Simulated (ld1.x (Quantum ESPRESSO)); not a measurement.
Varying the TM potential for Sc (Z = 21)

Base potential:

ld1.x (Quantum ESPRESSO) 7.5 input, shortened:

```
&input
   title='Sc', zed=21., rel=1, dft='PBE', iswitch=3,
   config='[Ar] 3d1 4s2 4p0'
 /
 &inputp
   pseudotype=2, tm=.true., lloc=2,
   nlcc=.true., new_core_ps=.true., rcore=0.70
 /
3
3S  1  0   2.00   0.00  1.70  1.70  0.0
3P  2  1   6.00   0.00  1.35  1.35  0.0
3D  3  2   1.00   0.00  1.40  1.40  0.0
 &test
   configts(1)='3s2 3p6 3d1 4s2 4p0'
 /
```

Occupied shells without a wave of their own: 4s. They enter only through the test configuration that unscreens the potential, and ld1.x also counts them in the model core charge.

All-electron outer shells of the reference configuration (PBE, scalar-relativistic, ld1.x):

| shell | level (eV) | outermost node (bohr) | outermost maximum (bohr) |
| --- | --- | --- | --- |
| 2s | -474.33 | 0.10 | 0.28 |
| 2p | -388.26 | – | 0.23 |
| 3s | -55.04 | 0.42 | 0.92 |
| 3p | -33.63 | 0.39 | 0.97 |
| 4s | -4.18 | 1.33 | 3.14 |
| 3d | -3.23 | – | 1.10 |
| 4p | -1.47 | 1.49 | 4.03 |

Cutoffs, loose and tight: the cutoffs (Ry, on a coarse ladder) from which the occupation-weighted sum of valence levels, in a spherical-Bessel basis at the reference potential, stays within 10 and 1 mRy of its value at 400 Ry. They do not see the model core or the augmentation charge, which bear on the density cutoff. Test errors are all-electron minus pseudo excitation energies from the reference, over the configurations 3s2 3p6 3d1 4s1 4p0; 3s2 3p6 3d1 4s0 4p0; 3s2 3p6 3d0 4s0 4p0; 3s2 3p6 3d1 4s1 4p1; 3s2 3p5 3d1 4s2 4p0; 3s2 3p6 3d1.5 4s1.5 4p0; 3s1 3p6 3d1 4s2 4p0. A dash means not determined; rows that change the core or the reference have their own tests.

With those shells counted twice in exchange and correlation these files are broken, and their errors move erratically; no question is asked of them.

| change | outcome | cutoff, loose | cutoff, tight | bound ghosts | largest test error (meV) |
| --- | --- | --- | --- | --- | --- |
| base | generated, misses its reference levels by 0.52 eV | 80 Ry | 100 Ry | none | -4433 |
| wave 3p (bound): rc 1.35 bohr becomes 3p (bound): rc 0.92 bohr | generated, misses its reference levels by 0.52 eV | 100 Ry | 180 Ry | none | -4437 |
| wave 3p (bound): rc 1.35 bohr becomes 3p (bound): rc 1.02 bohr | generated, misses its reference levels by 0.52 eV | 80 Ry | 140 Ry | none | -4440 |
| wave 3p (bound): rc 1.35 bohr becomes 3p (bound): rc 1.22 bohr | generated, misses its reference levels by 0.52 eV | 80 Ry | 100 Ry | none | -4437 |
| wave 3p (bound): rc 1.35 bohr becomes 3p (bound): rc 1.40 bohr | generated, misses its reference levels by 0.52 eV | 80 Ry | 100 Ry | none | -4432 |
| wave 3p (bound): rc 1.35 bohr becomes 3p (bound): rc 1.48 bohr | generated, misses its reference levels by 0.52 eV | 80 Ry | 100 Ry | none | -4430 |
| wave 3p (bound): rc 1.35 bohr becomes 3p (bound): rc 1.68 bohr | generated, misses its reference levels by 0.52 eV | 80 Ry | 100 Ry | none | -4427 |
| wave 3p (bound): rc 1.35 bohr becomes 3p (bound): rc 1.88 bohr | generated, misses its reference levels by 0.52 eV | 80 Ry | 100 Ry | none | -4431 |
| wave 3p (bound): rc 1.35 bohr becomes 3p (bound): rc 2.04 bohr | generated, misses its reference levels by 0.52 eV | 80 Ry | 100 Ry | none | -4439 |

Reading the sweep of the p radius (base included, trends over the rows without a ghost): The loose cutoff stays near 80 Ry. The median size of the test errors (rows with all tests solved) stays near 621.1 meV.
